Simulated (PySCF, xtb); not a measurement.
C3H6FNSi, SMILES [C@H]([SiH2]F)(N)C#C.

GFN2-xTB (xtb) at its own geometry gives an orbital gap of 4.25 eV and a dipole moment of 1.69 D.

The structure is a stationary point at PBE-D3(BJ)/def2-SVP. The structure was generated by enumeration; whether it is a known compound was not checked. Other conformers were not sampled.

Task: What does r2SCAN/def2-TZVP (PySCF) give? (The exact figures need the calculation; the answer reports its results.)

Result: gap 5.03 eV (levels -5.86 and -0.83 eV), dipole 0.97 D.
